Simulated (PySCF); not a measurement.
Calculated NMR data

- PBE0/pcSseg-1 with gauge-including orbitals
- geometry from PBE0-D3(BJ)/def2-SVP
- run in PySCF
- equivalent nuclei averaged, a single conformation, no relativistic terms, isolated molecule

δ = σ(ref) − σ, references computed at the same level: ¹H, ¹³C against TMS. Where no couplings were computed, multiplicities follow the n + 1 count of equivalent neighbours, and m marks all less simple cases (inequivalent or close neighbours, rings, F or P nearby). Carbons bonded to boron are broad in practice. Shifts are as computed. Against solution values, carbons near 30 ppm lie about +2 ppm off and those near 130 ppm about +5 ppm. Of 1313 compounds with measured shifts, 239 miss one by over three times the rms of a fit or turn the order of signals round; such compounds aren't used in these exercises. OH and NH positions are gas-phase values without hydrogen bonding to other molecules.

**1.** `C=C/C=C/B1OCCCO1`, C₇H₁₁BO₂. ¹H NMR (400 MHz, computed): δ 7.10 (m, 1H), 6.50 (m, 1H), 5.61 (d, 1H), 5.55 (m, 1H), 5.48 (m, 1H), 4.02 (m, 4H), 1.66 (m, 2H). ¹³C{¹H} NMR (computed): δ 157.3 (CH), 148.1 (CH), 135.0 (CH), 128.2 (CH2), 63.0 (CH2), 29.6 (CH2).

**2.** `CN(C)[Si@H]1C=C[Si@@H](N)C=C1`, C₆H₁₄N₂Si₂. ¹H NMR (400 MHz, computed): δ 7.15 (m, 2H), 7.05 (m, 2H), 4.69 (m, 1H), 4.66 (m, 1H), 2.49 (s, 6H), 0.19 (br s, 2H). ¹³C{¹H} NMR (computed): δ 161.0, 158.4, 39.5.
